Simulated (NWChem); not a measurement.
System: BeH2SO; SMILES [Be]([OH])[SH]

```xyz
5

Be     0.0186    -0.6694    -0.0618
O      0.0007    -2.0856    -0.1813
H     -0.0711    -2.8291     0.4299
S      0.0784     1.2366     0.0816
H     -1.2796     1.3269    -0.0201
```
Atoms are numbered in this order, from 1.

Level: PBE-D3(BJ)/def2-SVP (NWChem); excitation at 532 nm, off resonance, unscaled harmonic frequencies. Geometry: optimised at PBE-D3(BJ)/def2-SVP.

Task: Give the Raman lines with relative activities.

Result: 
```tsv
wavenumber (cm⁻¹)	relative intensity
239	0.8
247	1.2
278	0.5
398	4.0
479	9.9
642	3.2
1393	1.0
2608	100
3896	82
```
